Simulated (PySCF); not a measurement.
Calculated properties of `CC=C1CCCC1` (ethylidenecyclopentane)

Compound: ethylidenecyclopentane, C7H12.
Z-matrix (Å and degrees, GFN2-xTB geometry), rows numbered from 1:
```
C 
C   1  1.4944
C   2  1.3239  1  126.04
C   3  1.5081  2  124.39  1  -179.95
C   4  1.5281  3  104.31  2   164.45
C   5  1.5270  4  103.16  3    33.49
C   3  1.5081  2  126.75  1    -0.70
H   1  1.0900  2  110.09  3   122.84
H   1  1.0904  2  110.20  3  -118.84
H   1  1.0857  2  111.52  3     2.18
H   2  1.0830  1  114.97  3   179.90
H   4  1.0939  3  109.52  2   -77.77
H   4  1.0900  3  112.20  2    41.89
H   5  1.0915  4  109.91  3   -83.57
H   5  1.0893  4  112.72  3   155.36
H   6  1.0916  5  109.57  4    77.54
H   6  1.0894  5  112.76  4  -161.71
H   7  1.0936  3  109.58  2   -70.64
H   7  1.0903  3  112.34  2    49.26
```

GFN2-xTB geometry:

```yaml
Point_group_of_the_GFN2-xTB_geometry: C1
Rotational_constants_A_B_C_of_the_GFN2-xTB_geometry: 5.823, 1.770, 1.438 GHz
```

wB97X-D/def2-SVPD ground state and vertical TDDFT (core frozen in the response) (PySCF):

```yaml
Dipole_moment: 0.28 D
HOMO_energy: -8.33 eV
LUMO_energy: 2.39 eV
HOMO–LUMO_gap: 10.72 eV
Lowest_singlet_excitation: 6.63 eV (187 nm, f = 0.007)
Strongest_line_among_the_8_lowest_singlet_transitions: S2 at 6.76 eV (184 nm, f = 0.362)
Lowest_triplet_excitation_Tamm–Dancoff: 4.28 eV
Static_isotropic_polarisability: 81.5 au
Electronic_spatial_extent_⟨r²⟩_about_the_centre_of_nuclear_charge: 900 bohr²
```

PBE0/pcSseg-1 ground state and GIAO shieldings, non-relativistic (PySCF):

```yaml
Lowest_Hirshfeld_atomic_charge: -0.12 e on C1
Highest_Hirshfeld_atomic_charge: +0.04 e on H8, H9, H10, H11, H12, H13, H14, H15, H16, H17, H18, H19
13C_chemical_shifts_computed_TMS_as_zero_by_class: 149.7 (C3), 124.2 (C2), 37.4 (C4), 32.0 (C7), 30.4 (C6), 30.3 (C5), 18.9 (C1) ppm
1H_chemical_shifts_computed_TMS_as_zero_by_class: 5.69 (H11), 2.42 (H12/H13), 2.37 (H18/H19), 1.81 (H8/H9/H10), 1.72 (H16/H17), 1.63 (H14/H15) ppm
Mayer_bond_orders_between_heavy_atoms: C1–C2 1.08, C2–C3 1.92, C3–C4 1.03, C4–C5 1.02, C5–C6 1.03, C6–C7 1.03, C7–C3 1.01
```

Monoisotopic mass (most abundant isotopes): 96.0939 u.

S1 lies 4.09 eV below the HOMO–LUMO gap. The polarisability is 12.08 Å³ as a volume (1 au = 0.148185 Å³), or 1.51 au for each of the 54 electrons. The largest Löwdin shares of the HOMO are 0.34 on C2, 0.30 on C3, 0.07 on C1 and 0.06 on C4. The vertical singlet–triplet gap S1 − T1 is 2.35 eV (TDDFT singlet less Tamm–Dancoff triplet).

One conformer (not necessarily the lowest) at the GFN2-xTB geometry, without solvent or vibrations. NMR classes are plain means over equivalent atoms (diastereotopic ones count apart unless rotation or inversion swaps them), as if these changed places fast; in this geometry the members of some classes differ.
